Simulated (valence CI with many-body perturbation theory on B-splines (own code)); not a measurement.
## W XLIII: E2, M1 decay

Calculated by relativistic CI+MBPT: four valence electrons over a frozen Dirac-Fock core [Ar] 3d10, radial functions for each j: 11 s, 11 p, 10 d, 8 f, 5 g, 2 h, with the one-electron correlation potential Σ1, the two-electron term Σ2, the three-electron term Σ3, Breit, model QED; selected CI, second order for the rest, scaled by the run's own slope (own B-spline code, finite nucleus).

No measured spectrum was set against this ion. As an estimate, large intervals hold to a few tenths of a per cent, small ones and those within an open d or f shell to about a per cent. Among the levels kept, up to 380 cm⁻¹ of a level comes from second order outside the variational space, and about a tenth of that is noise between levels of different J, which matters for small intervals.

Lines 1 to 13 of 13 in falling wavelength, among levels below 659.48 eV, chosen from the decays that carry over 1 % of a level's rate. Wavelengths and rates use the calculated energies. Electric multipoles are in the length gauge with retardation, E1 and E2 with the static RPA response of the core. M1 uses the relativistic operator with retardation. S is in atomic units (e²a₀⁴ for E2 and M2, e²a₀⁶ for E3), for M1 in squared Bohr magnetons. Weak lines are less certain than strong ones. Lines between different terms over intervals too small for the method are left out, as are lines whose strength nearly cancels.

Levels are named by their leading jj configuration (3d3/2^4 stands for four electrons in 3d with j = 3/2), which in mixed levels can hold well under half, so a name can repeat and another be missing. Letters in brackets count levels of one name in rising energy.

```
λ vac (Å)                   Upper                       Lower  Type   A (s⁻¹)  S (a.u.)
    166.0  (4s^2 4p3/2 4d5/2) J=4      (4s 4p1/2 4p3/2^2) J=3    M1  8.45e+05  1.29e+00
    136.5  (4s^2 4p3/2 4d5/2) J=4      (4s^2 4p1/2 4d5/2) J=3    M1  3.14e+06  2.66e+00
    136.5  (4s^2 4p3/2 4d5/2) J=4      (4s^2 4p1/2 4d5/2) J=3    E2  4.59e+04  1.75e-02
    135.4  (4s^2 4p1/2 4p3/2) J=1          (4s^2 4p1/2^2) J=0    M1  5.00e+06  1.38e+00
    130.8      (4s^2 4p3/2^2) J=2      (4s^2 4p1/2 4p3/2) J=2    M1  4.11e+06  1.70e+00
    130.8      (4s^2 4p3/2^2) J=2      (4s^2 4p1/2 4p3/2) J=2    E2  2.73e+05  4.67e-02
    130.3  (4s^2 4p3/2 4d5/2) J=4  (4s 4p1/2 4p3/2^2) J=2 [a]    E2  5.33e+04  1.61e-02
    129.4  (4s^2 4p1/2 4p3/2) J=2          (4s^2 4p1/2^2) J=0    E2  1.49e+05  2.41e-02
    125.1      (4s^2 4p3/2^2) J=2      (4s^2 4p1/2 4p3/2) J=1    M1  4.28e+06  1.55e+00
    125.1      (4s^2 4p3/2^2) J=2      (4s^2 4p1/2 4p3/2) J=1    E2  1.34e+05  1.83e-02
    119.1      (4s^2 4p3/2^2) J=0      (4s^2 4p1/2 4p3/2) J=2    E2  5.85e+05  1.25e-02
    114.4      (4s^2 4p3/2^2) J=0      (4s^2 4p1/2 4p3/2) J=1    M1  1.05e+07  5.80e-01
    70.84  (4s^2 4p3/2 4d5/2) J=4      (4s 4p1/2^2 4p3/2) J=2    E2  7.23e+04  1.04e-03
```
